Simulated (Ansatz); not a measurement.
One geometry of the cluster Na7⁻, several levels of theory.

```yaml
crystal:
  periodic: [false, false, false]
  atoms:
    - {symbol: Na, position_ang: [-0.825194, -0.279827, 2.233902]}
    - {symbol: Na, position_ang: [-2.466467, -1.320401, -0.626397]}
    - {symbol: Na, position_ang: [0.701385, 2.826544, 1.754971]}
    - {symbol: Na, position_ang: [0.812563, -2.716614, 0.404077]}
    - {symbol: Na, position_ang: [-1.148839, 1.834340, -1.045719]}
    - {symbol: Na, position_ang: [2.390346, 0.323141, 0.006545]}
    - {symbol: Na, position_ang: [0.536207, -0.667184, -2.727388]}
basis:
  gaussian: {orbitals: STO-3G}
total_charge: -1
hamiltonian: {xc: hf}
scf: {omitted_lower_state_checks: [starts]}
output: {orbitals: {seedname: orbitals}}
```

The file start.molden holds the orbitals of an earlier run on this structure, at another level or in another basis.

```sh
$ ansatz run in.yaml --threads 4 --pin off --events-out ev --progress --plain --max-ram 4787MiB
```

Shortened log:

```
Functional definition: HF
589 factors; integrals over basis functions are off by at most 1.5e-4 eV
mean field evaluation 1: about -30398.2237 eV, gradient 6.5e0 eV
mean field evaluation 2: about -30398.4137 eV, gradient 7.3e0 eV
mean field evaluation 4: about -30398.8563 eV, gradient 1.2e0 eV
mean field evaluation 8: about -30398.8696 eV, gradient 8.0e-4 eV
mean field -30398.86960358 eV, -1117.1378528376 hartree, gradient 1.6e-5 eV, S^2 0.000000; 0 other end points of the search recorded, 0 dependent functions left out
reference -30398.86960358 eV, -1117.1378528376 hartree; 39, 39 occupied and 24, 24 virtual orbitals, 589 factors
Total energy: -30398.86960358 eV, -1117.1378528376 hartree
Checks for a lower state left out: starts
```

Run time 0.2 s (4 threads of Arm Neoverse V2 on a shared host).

First input, but with `gaussian: {orbitals: def2-TZVPD, initial_orbitals: start.molden}`, `hamiltonian: {xc: pbe0}` (abridged; 9.5 s):

```
Functional definition: PBE0
mean field -30896.44350380 eV, -1135.4233564030 hartree, gradient 3.7e-5 eV, S^2 0.000000
Total energy: -30896.44354585 eV, -1135.4233579484 hartree
Checks for a lower state left out: starts
```

Geometry: PBE0/def2-SVPD.

The restricted singlet is unstable towards broken spin symmetry in Hartree–Fock (as tested in another run); at HF/STO-3G, PBE0/def2-TZVPD this wasn't settled. At HF/STO-3G the highest occupied level of the charge -1 singlet lies above zero (up to 10.83 eV). In Hartree–Fock with STO-3G the lack of diffuse functions raises the level. The structure comes from a short search, and lower isomers may exist.
